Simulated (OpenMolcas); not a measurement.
# C: effect of the IPEA shift

```json
{
 "Program": "OpenMolcas",
 "Basis": "ANO-RCC-VTZP [4s3p2d1f]",
 "Scalar Hamiltonian": "DKH2, point nucleus",
 "Active space": "4 electrons in 9 orbitals (RAS2 2s 2p; RAS3 3d, at most 2 electrons)",
 "State averaging": "2S+1 = 3 even, 3 roots; 2S+1 = 1 even, 6 roots; 2S+1 = 5 odd, 1 root; 2S+1 = 3 odd, 8 roots",
 "Spin-orbit coupling": "RASSI with atomic mean-field integrals over the reference wave functions, term energies averaged over their components"
}
```

Methods on the same reference wave functions:
A. RASSCF
B. SS-RASPT2, IPEA 0 Eh, imaginary shift 0.1 Eh (closed shells correlated: 1s)
C. SS-RASPT2, IPEA 0.25 Eh, imaginary shift 0.1 Eh (closed shells correlated: 1s)

Energies in cm⁻¹ above 2s² 2p² ³P₀, the measured ground level; measured values from NIST Handbook of Basic Atomic Spectroscopic Data.

```tsv
Level	A	B	C	Measured
2s² 2p² ³P₀	0.0	0.0	0.0	0.0
2s² 2p² ³P₁	15.1	15.1	15.1	16.4
2s² 2p² ³P₂	45.0	45.0	45.0	43.4
2s² 2p² ¹D₂	12676	10650	10690	10193
2s² 2p² ¹S₀	26414	22020	22250	21648
2s 2p³ ⁵S°₂	30272	31930	32000	33735
2s 2p³ ³D°₁	66651	63670	63960	64090
2s 2p³ ³D°₂	66651	63670	63960	64091
2s 2p³ ³D°₃	66652	63670	63960	64087
2s 2p³ ³P°₂	81483	76810	76820	75255
2s 2p³ ³P°₁	81483	76810	76820	75254
2s 2p³ ³P°₀	81483	76810	76820	75256
```

Deviations, from unrounded energies. A percentage is the sum of absolute deviations over the sum of measured energies, with the sign that they share, or ± where signs differ.

| Against measurement | Levels | A | B | C |
| --- | --- | --- | --- | --- |
| mean absolute deviation (cm-1) | 11 | 3400 | 780 | 720 |
| fine structure of the ground term (%) | 2 | ±4.9 | ±4.9 | ±4.9 |
| other terms of the ground configuration (%) | 2 | +22.8 | +2.6 | +3.4 |
| other configurations (%) | 7 | ±6.6 | ±1.7 | ±1.5 |

C lies closest to measurement on these levels and A furthest from it. The largest miss of C in the table is 2s 2p³ ⁵S°₂, by -1700 cm-1. The ranking rests on the paired levels alone, and a cruder setting can come out closer through cancelling errors.

Between B and C the level of the table that moves most is 2s 2p³ ³D°₃, by 290 cm-1 (lowest in B, highest in C). Moves below CASPT2's spread within the term are not significant.

From A to B the spin-free energies of the other terms of 2s² 2p² shown, above ³P, scale by factors of 0.83 to 0.84.

The lowest spin-free term lies below A's lowest term by 0.035 hartree in B, 0.034 hartree in C.

CASPT2 does not keep the components of a term degenerate, so their means are used; among the terms shown or strongly mixed into the levels shown the widest spread is 30 cm-1 (2s² 2p² ¹D, C). Active for correlation alone: 3d; no level in the range computed is led by a configuration that fills it, so any true level of that kind is missing. Without dynamic correlation excited terms often stand tens of per cent too high (terms of higher spin than the ground term too low), and those without a measured partner can miss by more than the paired ones (holds for A). Computed and measured levels are paired by configuration, term and J; levels that our copy of the source lacks, or whose pairing is in doubt (as where it misses far off the trend of its configuration), stay unpaired and out of the deviations. Levels of configurations outside the active space are missing.

° marks odd parity.
